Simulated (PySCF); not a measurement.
# Zr: ionisation energy

Zr [Kr] 4d2 5s2 (3F) → Zr⁺ [Kr] 4d2 5s1 (4F), as a difference of total energies. Calculation: PySCF 2.14, in def2-TZVPPD with the def2 core potential (28 electrons); scalar relativity through the core potential. Correlated levels: valence: 4s2 4p6 frozen. The calculations carry no spin-orbit coupling.

```json
{"method": "UHF", "ionisation energy (eV)": "5.195"}
{"method": "MP2 (valence)", "ionisation energy (eV)": "6.100"}
{"method": "SCS-MP2 (valence)", "ionisation energy (eV)": "6.287"}
{"method": "CCSD (valence)", "ionisation energy (eV)": "6.337"}
{"method": "CCSD(T) (valence)", "ionisation energy (eV)": "6.413"}
```

Errors of the correlated levels include the incompleteness of this basis and the frozen core.

Which method comes closest to the reference value, and which is furthest?

The reference is 6.639 eV (measured; NIST levels, between the centres of gravity of the two terms). Closest: CCSD(T) (valence) (error -0.226 eV); furthest: UHF (error -1.444 eV).
